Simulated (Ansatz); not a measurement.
The cluster In₄, relaxed as a singlet with RKS PBE0-D4/def2-SVP in Ansatz, starting from the GFN2-xTB geometry. Force threshold 0.02 eV/Å.

In the def2 sets In takes a core potential; there is no spin–orbit coupling. The restricted singlet is unstable towards broken spin symmetry at other levels; at PBE0-D4/def2-SVP this wasn't settled. At PBE0-D4/def2-SVP a triplet of charge 0 lies 0.29 eV below the restricted singlet, each at its own geometry. The structure comes from a short search, and lower isomers may exist.

Start:

```xyz
4

In   -0.810   -1.857    0.499
In    0.787    1.860   -0.506
In   -0.283    0.654    1.966
In    0.306   -0.658   -1.958
```

Task: Estimate the energy that the relaxation releases and the steps that it takes.

Result: 0.04 eV, in 3 steps; 6.5 s on 4 threads of Intel Xeon Platinum 8488C on a shared host. No frequencies were taken in this run, so the end may be a saddle point.

Task: Does the start keep its bonding and symmetry?

Result: By distances, no bond broke or formed. The bond that changes most is In2–In4, from 2.95 to 3.03 Å (atoms count from 1). Point group D4h at the start, D4h at the end, both within 0.05 Å.

Task: Predict the relaxed structure.

Result: 
Cartesian coordinates in Å:
```
In -0.818 -1.910 0.516
In 0.821 1.909 -0.515
In -0.303 0.673 2.010
In 0.300 -0.672 -2.011
```
Bond lengths (bridged metal pairs left out): 4 × In–In 3.03 Å.
